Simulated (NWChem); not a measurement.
Species: diarsenic (As$_{2}$); SMILES [As]#[As]

Program: NWChem. Geometry: optimised at B3LYP/6-31G* (spherical d). Level MN15/def2-SVP: energy and gradient on several grids; changes count from the extra-fine grid, which is no exact limit either.

Which is the coarsest grid (medium; xfine; fine; coarse; xcoarse) from which on the energy stays within 100 μHa and each gradient component within 200 μHa/bohr of xfine?

xcoarse.
```json
[
 {"grid": "xcoarse", "size of the energy change (μHa)": "< 10", "largest change of a gradient component (μHa/bohr)": "40"},
 {"grid": "coarse", "size of the energy change (μHa)": "< 10", "largest change of a gradient component (μHa/bohr)": "< 30"},
 {"grid": "medium", "size of the energy change (μHa)": "< 10", "largest change of a gradient component (μHa/bohr)": "< 30"},
 {"grid": "fine", "size of the energy change (μHa)": "< 10", "largest change of a gradient component (μHa/bohr)": "< 30"},
 {"grid": "xfine", "size of the energy change (μHa)": "< 10", "largest change of a gradient component (μHa/bohr)": "< 30"}
]
```
